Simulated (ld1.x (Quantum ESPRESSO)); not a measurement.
## What one change does to a pseudopotential (iodine (I), TM)

```json
{"Element": "iodine", "Generator": "ld1.x (Quantum ESPRESSO) 7.5", "Type": "norm-conserving Troullier–Martins (Kleinman–Bylander form)", "Functional": "PBEsol", "Relativity": "scalar-relativistic", "Frozen core": "[Kr] 4d10", "Valence charge": "7", "Reference configuration": "5s2 5p5", "Partial waves": "5s (bound): rc 1.35 bohr; 5p (bound): rc 1.85 bohr", "Local potential": "all-electron potential smoothed inside 1.45 bohr (lloc = -1)", "Core correction": "a·sin(br)/r model core, default radius (core density twice the valence density)"}
```

Change: all radii but the core radius scaled by about 1.38 (s 1.86, p 2.54 bohr); local potential all-electron potential smoothed inside 1.98 bohr (lloc = -1).

Cutoffs: the cutoffs (Ry, on a coarse ladder) from which the occupation-weighted sum of valence levels, in a spherical-Bessel basis at the reference potential, stays within 10 and 1 mRy of its value at 400 Ry; they do not see the model core or the augmentation charge, which bear on the density cutoff. Errors are all-electron minus pseudo energies relative to the spin-unpolarised reference configuration.

**Question.** How do hardness, ghosts and transferability respond?

**Answer.** The potential gets softer (70 Ry and 180 Ry → 30 Ry and 40 Ry); the bound ghosts move from d, s to d; of the 7 tests that both files solve, the error grows in 1 and shrinks in 5 by more than 15 % and 0.3 meV (median size 5.3 → 0.8 meV). A larger radius leaves more room for a smooth pseudo-wave, so fewer plane waves are needed.

```csv
quantity,base,changed
"cutoff, loose",70 Ry,30 Ry
"cutoff, tight",180 Ry,40 Ry
loose cutoff by channel (10 mRy a level),"s 45 Ry, p 12 Ry","s 18 Ry, p 6 Ry"
bound ghosts,"s, d",d
"error for 5s2 5p4, meV [ΔE 11.15 eV]",+5.3,-0.1
"error for 5s2 5p3, meV [ΔE 31.03 eV]",+28,-0.4
"error for 5s2 5p2, meV [ΔE 60.42 eV]",+54,-19
"error for 5s1 5p6, meV [ΔE 10.45 eV]",-8.9,-1.0
"error for 5s2 5p4.5, meV [ΔE 4.54 eV]",+0.7,-0.4
"error for 5s2 5p5.3, meV [ΔE -1.79 eV]",+1.1,+0.8
"error for 5s2 5p1, meV [ΔE 99.91 eV]",+4.8,-105
```

 A true bound ghost makes a file unfit for plane-wave use even where its test errors are small: the radial tests pick states by their node count and pass the ghost by.
